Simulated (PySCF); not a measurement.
**NMR data sheet: C₃H₁₂OSi₃**

| Quantity | Value |
| --- | --- |
| Formula | C3H12OSi3 |
| SMILES | [SiH3][SiH2]O[SiH2]C1CC1 |
| InChI | InChI=1S/C3H12OSi3/c5-7-4-6-3-1-2-3/h3H,1-2,6-7H2,5H3 |
| Point group of the computed structure | C1 |
| Degrees of unsaturation | 1 |
| Carbon signals | 2 |
| Proton signals | 6 |

Mapped SMILES: `[SiH3:1][SiH2:2][O:3][SiH2:4][CH:5]1[CH2:6][CH2:7]1`. Hydrogens are named by the atom that carries them. Ha(C6), Ha(C7) are cis to Si4 on the ring; Hb(C6), Hb(C7) are trans to Si4 on the ring.

PySCF 2.14.0 with density-fitted response routines calculation with NMR shieldings at PBE0/pcSseg-1/GIAO and geometry from GFN2-xTB; non-relativistic Hamiltonian, single conformer, isolated molecule, rapidly exchanging positions averaged.

Shifts are taken against calculated references (same method and geometry level): 1H (σref 31.72) and 13C (σref 186.93) and 29Si (σref 349.16) vs TMS; H2O for 17O (σref 336.08).

| carbon | δC, type | δH (multiplicity) | HMBC from (2–3 bonds) | span of the C tensor (ppm) |
| --- | --- | --- | --- | --- |
| C5 | -2.2, CH | -0.16 (m) | H(Si4), Hb(C6)/Hb(C7), Ha(C6)/Ha(C7) | 68 |
| C6/C7 | 3.5, CH2 | Ha(C6) 0.10 (m); Hb(C6) 0.67 (m) | H(Si4), Hb(C6)/Hb(C7), Ha(C6)/Ha(C7), H(C5) | 59 |

Other nuclei:
```json
{"atoms": "H(Si2)", "nucleus": "1H", "environment": "hydrogen on a silicon bonded to O, Si", "δ (ppm)": "5.70", "σ (ppm)": "26.01"}
{"atoms": "H(Si4)", "nucleus": "1H", "environment": "hydrogen on a silicon bonded to C, O", "δ (ppm)": "4.85", "σ (ppm)": "26.86"}
{"atoms": "H(Si1)", "nucleus": "1H", "environment": "hydrogen on a silicon bonded to Si", "δ (ppm)": "3.46", "σ (ppm)": "28.25"}
{"atoms": "Si4", "nucleus": "29Si", "environment": "silicon bonded to C, O, 2 H", "δ (ppm)": "-15.6", "σ (ppm)": "364.7"}
{"atoms": "Si2", "nucleus": "29Si", "environment": "silicon bonded to O, Si, 2 H", "δ (ppm)": "-29.0", "σ (ppm)": "378.2"}
{"atoms": "Si1", "nucleus": "29Si", "environment": "silicon bonded to Si, 3 H", "δ (ppm)": "-120.2", "σ (ppm)": "469.3"}
{"atoms": "O3", "nucleus": "17O", "environment": "oxygen bonded to 2 Si", "δ (ppm)": "12.8", "σ (ppm)": "323.2"}
```

1. Carbon types of the structure: 1 × CH, 2 × CH2, leaving 7 H on heteroatoms.
2. δC 3.5, -2.2: three-membered-ring carbon; carbons of three-membered rings are unusually shielded.
3. δH 5.70: hydrogen on a silicon bonded to O, Si.
4. δH 4.85: hydrogen on a silicon bonded to C, O.
5. δH 3.46: hydrogen on a silicon bonded to Si.
6. δH 0.67, 0.10, -0.16: hydrogen on a three-membered-ring carbon; cyclopropane-type protons are shielded by the ring.

Shifts are as computed. Against solution values, carbons near 30 ppm lie about +3 ppm off and those near 130 ppm about +5 ppm. Of 1211 compounds with measured shifts, 218 miss one by over three times the rms of a fit or turn the order of signals round; such compounds aren't used in these exercises. Experimental scales use liquid or dissolved standards, which lie at an offset from isolated H2O (liquid H2O: subtract about 36 ppm). No couplings were computed; multiplicities are counted from neighbouring protons, with m where these are inequivalent, close in shift, in a saturated or five-membered ring or joined by F or P, and br s for small geminal =CH2 splittings.
